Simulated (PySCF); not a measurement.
A structure optimised at PBE0-D3(BJ)/def2-SVP, used in a PySCF frequency run:

```
C
F 1 1.3487
F 1 1.3487 2 107.58
C 1 1.5240 2 112.12 3 -123.73
H 4 1.1014 1 110.68 2 1.03
H 4 1.1014 5 107.51 1 -120.99
C 4 1.5004 5 112.09 6 -123.61
C 7 1.3438 4 113.98 5 -119.50
H 8 1.0903 7 126.88 4 180.00
H 7 1.0931 8 124.47 9 0.00
C 8 1.4712 9 123.12 7 180.00
O 11 1.2009 8 129.54 9 0.00
```

**Question.** Write its SMILES, formula and point group.

**Answer.** O=C1C=CCC1(F)F, C₅H₄F₂O, Cs

**Question.** What are its rotational constants (standard atomic weights)?

**Answer.** 2.7651, 2.3981, 1.6826 GHz
